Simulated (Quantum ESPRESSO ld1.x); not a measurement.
Q: These are the eigenvalues of the occupied orbitals of an atom or ion with whole-number occupations (hartree). All-electron calculation, scalar-relativistic Kohn-Sham, LDA (Slater exchange, VWN5 correlation), spin-polarised, spherical densities, point nucleus. Program: ld1.x of Quantum ESPRESSO 7.5.

| orbital | eigenvalue |
|---|---|
| 1s up | -2796.3010 |
| 1s down | -2796.3009 |
| 2s up | -489.6601 |
| 2s down | -489.6534 |
| 2p up | -425.5927 |
| 2p down | -425.5870 |
| 3s up | -114.9275 |
| 3s down | -114.9242 |
| 3p up | -96.1987 |
| 3p down | -96.1952 |
| 3d up | -75.5584 |
| 3d down | -75.5533 |
| 4s up | -24.9212 |
| 4s down | -24.9142 |
| 4p up | -18.7770 |
| 4p down | -18.7700 |
| 4d up | -11.2337 |
| 4d down | -11.2253 |
| 5s up | -4.1774 |
| 5s down | -4.1279 |
| 4f up | -2.8450 |
| 4f down | -2.8322 |
| 5p up | -2.5893 |
| 5p down | -2.5291 |
| 5d up | -0.8283 |
| 5d down | -0.7617 |
| 7d up | -0.0971 |

Which element is it, and in what charge state? The configuration may be excited. Open shells, if any, are filled with parallel spins first.

A: Z = 77, iridium, charge +1: Ir+ in [Xe] 4f14 5d7 7d1. The list shows which subshells hold electrons but not how many an open one holds; the 1s level, -2796.3 hartree, gives Z - s = 74.8 by -(Z - s)^2/2, which with screening and relativity narrows Z to a few neighbours, and the depths of the outer levels then fix element, charge and occupations together.
